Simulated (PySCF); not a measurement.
Vertical excitations of a molecule C2H7AlFN from TDA-PBE/def2-SVPD in PySCF 2.14.0, as energy in eV (oscillator strength): 4.65 (0.025), 5.81 (0.124), 5.85 (0.010), 6.12 (0.008), 6.62 (0.167), 6.96 (0.003), 7.01 (0.008), 7.10 (0.031), 7.36 (0.004), 7.46 (0.004). Lowest triplet (TDA): 4.39 eV. Geometry: B3LYP-D3(BJ)/def2-SVP. One conformer was computed; it need not be the lowest.

**Question.** Identify the compound among the candidates.
(A) C[N](C)[AlH][F]
(B) C[NH][Al]([CH3])[F]
(C) C[CH2][Al]([NH2])[F]

**Answer.** B, C[NH][Al]([CH3])[F]
